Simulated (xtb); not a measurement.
Al(H)(OH)(SMe) (CH₅AlOS), SMILES C[S][AlH][OH]. All values are semi-empirical tight-binding results from xtb (GFN2-xTB unless named), good for trends rather than for accurate numbers. Coordinates come from a GFN2-xTB optimisation. The values are those of a single conformer.

Optimised geometry:

```xyz
9

Al    -0.3183     0.0926     1.1559
H     -1.2432    -0.3693     2.2632
O      0.8522     1.1993     1.4624
H      1.4910     1.8395     1.7444
S     -0.6242    -0.7907    -0.8440
C      0.7015    -0.0054    -1.8475
H      1.2724     0.6977    -1.2458
H      0.2289     0.5092    -2.6780
H      1.3493    -0.7923    -2.2207
```
Charge 0, spin multiplicity 1.

For metal compounds this method's bond lengths and energies can be far off.

* **point group as xtb finds it**: Cs
* **orbital gap**: 3.73 eV
* **zero-point energy**: 36.1 kcal/mol
* **G − E(el) at 298.15 K (modified RRHO)**: 16.5 kcal/mol

Give the atomic charges and the Wiberg bond orders between heavy atoms. (An estimate is asked for; the answer gives what the named calculation found.)

charges (e) Al1 0.41, H2 -0.12, O3 -0.47, H4 0.31, S5 -0.28, C6 -0.05, H7 0.07, H8 0.06, H9 0.06. Bond orders Al1–O3 1.39, Al1–S5 1.16, S5–C6 0.97.
